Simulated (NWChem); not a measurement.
System: Si₂H₄SF₂; SMILES F[SiH2]S[SiH2]F

Here is an NWChem input.

```
start job
memory heap 200 mb stack 900 mb global 1100 mb
geometry units angstroms noautosym nocenter noautoz
  Si    -0.294840    -1.751461    -0.291444
  F      1.134526    -2.518269    -0.272974
  S     -0.328578    -0.196851     1.174582
  Si     0.678418     1.324122     0.061143
  F     -0.357112     2.079479    -0.933113
  H     -0.471731    -1.188866    -1.655015
  H     -1.350232    -2.721326     0.088783
  H      1.745605     0.732394    -0.786254
  H      1.184890     2.310944     1.045372
end
basis spherical
  Si library 6-31g*
  F library 6-31g*
  S library 6-31g*
  H library 6-31g*
end
dft
  xc m06-2x
  iterations 150
end
cosmo
  do_cosmo_smd true
  solvent water
end
task dft energy
```

Excerpt of the output:

```
             Northwest Computational Chemistry Package (NWChem) 7.3.0
             --------------------------------------------------------

                             Geometry "geometry" -> ""
                             -------------------------

 Output coordinates in angstroms (scale by  1.889725989 to convert to a.u.)

  No.       Tag          Charge          X              Y              Z
 ---- ---------------- ---------- -------------- -------------- --------------
    1 Si                  14.0000    -0.29484000    -1.75146100    -0.29144400
    2 F                    9.0000     1.13452600    -2.51826900    -0.27297400
    3 S                   16.0000    -0.32857800    -0.19685100     1.17458200
    4 Si                  14.0000     0.67841800     1.32412200     0.06114300
    5 F                    9.0000    -0.35711200     2.07947900    -0.93311300
    6 H                    1.0000    -0.47173100    -1.18886600    -1.65501500
    7 H                    1.0000    -1.35023200    -2.72132600     0.08878300
    8 H                    1.0000     1.74560500     0.73239400    -0.78625400
    9 H                    1.0000     1.18489000     2.31094400     1.04537200

 Effective nuclear repulsion energy (a.u.)     369.8048584457

                                 NWChem DFT Module
                                 -----------------

 Summary of "ao basis" -> "ao basis" (spherical)
 ------------------------------------------------------------------------------
       Tag                 Description            Shells   Functions and Types
 ---------------- ------------------------------  ------  ---------------------
 Si                          6-31g*                  8       18   4s3p1d
 F                           6-31g*                  6       14   3s2p1d
 S                           6-31g*                  8       18   4s3p1d
 H                           6-31g*                  2        2   2s

 in cosmo_initialize ...
 calling solv_data for solv:h2o

 solvent parameters
 solvname_short: h2o
 solvname_long:  water
 dielec:       78.4000
 dielecinf:     1.7769
 aqueous SMD model solvent descriptors
 dielec:       78.4000
 sola:          0.8200

          ---------------
          -cosmo- solvent
          ---------------
 Cosmo: York-Karplus, doi: 10.1021/jp992097l
 dielectric constant -eps-     =  78.40
 screen = (eps-1)/(eps    )    =   0.98724
 surface charge correction     = lagrangian

   van der Waals surface
 --------------------------

[...]

                                COSMO-SMD solvation results
                                ---------------------------

             internal energy in gas <Psi(g)|H|Psi(g)> =     -1179.226935116579
         internal energy in solvent <Psi(s)|H|Psi(s)> =     -1179.226306741938
                               delta internal energy  =         0.000628374641 (    0.39 kcal/mol)
   total free energy in solvent <Psi(s)|H+V/2|Psi(s)> =     -1179.232322977027
 polarization energy contribution <Psi(s)|V/2|Psi(s)> =        -0.006016235089 (   -3.78 kcal/mol)
    total free energy in solvent including G(SMD-CDS) =     -1179.226736487588
                       G(SMD-CDS) energy contribution =         0.005586489438 (    3.51 kcal/mol)
     1 M fixed-concentration free energy of solvation =         0.000198628990 (    0.12 kcal/mol)

                       DFT Final Molecular Orbital Analysis
                       ------------------------------------

 Vector   31  Occ=2.000000D+00  E=-3.911330D-01
              MO Center= -1.9D-02, -2.1D-01,  4.1D-01, r^2= 5.8D+00
   Bfn.  Coefficient  Atom+Function         Bfn.  Coefficient  Atom+Function
  ----- ------------  ---------------      ----- ------------  ---------------
    40      0.362325  3 S  py                86      0.254453  7 H  s
    90     -0.254320  9 H  s                  8     -0.248592  1 Si py
    58     -0.249339  4 Si py                85      0.189681  7 H  s
    89     -0.189539  9 H  s                 44      0.144475  3 S  py
    36     -0.137010  3 S  py                 7     -0.118260  1 Si px

 Vector   32  Occ=2.000000D+00  E=-3.737709D-01
              MO Center= -6.9D-02, -2.0D-01,  5.3D-01, r^2= 3.7D+00
   Bfn.  Coefficient  Atom+Function         Bfn.  Coefficient  Atom+Function
  ----- ------------  ---------------      ----- ------------  ---------------
    41      0.491628  3 S  pz                45      0.261770  3 S  pz
     9     -0.203850  1 Si pz                39     -0.198041  3 S  px
    84      0.194646  6 H  s                 88      0.194924  8 H  s
    37     -0.187544  3 S  pz                38      0.166213  3 S  s
    59     -0.146435  4 Si pz                57      0.143907  4 Si px

 Vector   33  Occ=2.000000D+00  E=-3.424136D-01
              MO Center= -2.5D-01, -2.0D-01,  9.8D-01, r^2= 2.1D+00
   Bfn.  Coefficient  Atom+Function         Bfn.  Coefficient  Atom+Function
  ----- ------------  ---------------      ----- ------------  ---------------
    39      0.578173  3 S  px                43      0.347523  3 S  px
    41      0.235251  3 S  pz                35     -0.218937  3 S  px
    40     -0.174604  3 S  py                45      0.141833  3 S  pz
    44     -0.127524  3 S  py                37     -0.089089  3 S  pz
    84      0.077646  6 H  s                 88     -0.077472  8 H  s

 Vector   34  Occ=0.000000D+00  E= 3.787619D-02
              MO Center=  1.3D-01, -2.1D-01,  4.9D-02, r^2= 6.3D+00
   Bfn.  Coefficient  Atom+Function         Bfn.  Coefficient  Atom+Function
  ----- ------------  ---------------      ----- ------------  ---------------
    61     -0.716349  4 Si px                11      0.681911  1 Si px
    24     -0.337705  2 F  s                 74     -0.339062  5 F  s
    13      0.323508  1 Si pz                42     -0.290630  3 S  s
    57     -0.284032  4 Si px                84      0.246025  6 H  s
    88      0.245819  8 H  s                 63     -0.243733  4 Si pz

[...]
```

Level: M06-2X/6-31G* (spherical d), SMD on the gas-phase geometry. All runs use the structure optimised with PBE0/def2-SVP. Solvent: water.
